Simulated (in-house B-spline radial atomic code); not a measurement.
Solving the quasi-particle equation for 4s up of the calcium ion Ca⁺

Configuration [Ar] 4s1, highest spin, start PBE0; correlation leaves out the deepest shell. Computed with a B-spline radial code for spherical atoms: all electrons, scalar-relativistic (spin-free one-electron X2C), finite nucleus, each spin shell either full or empty, empty states to l = 9 with an (l + 1/2)⁻⁴ tail; G0W0 by contour deformation at full frequency.

RPA overbinds a lone outer s electron by self-correlation, and G0W0 tends to as well.

At the mean-field level ε = -9.952 eV the matrix elements are Σx = -8.226 eV, v_xc = -6.821 eV and Σc(ε) = -1.161 eV, and the slope of the correlation self-energy is dΣc/dω = -0.0864. The quasi-particle energy solves E = ε + Σx − v_xc + Σc(E).

(1) What does the linearised equation give?

(2) How does that compare with the full solution and with static screening?

## Answers

(1) Z = 1/(1 − dΣc/dω) = 1/1.0864 = 0.9205. The first-order shift is Σx − v_xc + Σc(ε) = -8.226 − (-6.821) + (-1.161) = -2.566 eV, so E ≈ ε + Z × shift = -9.952 + 0.9205 × (-2.566) = -12.314 eV.

(2) Solving the equation at full frequency dependence gives E = -12.329 eV, where Σc = -0.973 eV and the weight is 0.928; the linearised value is off by 15 meV. Leaving Z out would give -12.518 eV. Static COHSEX puts -2.167 eV in place of Σc and gives -13.524 eV, 1.19 eV deeper. The tabulated removal energy is 11.872 eV (NIST, measured); the run leaves out spin-orbit coupling, Breit and QED terms.
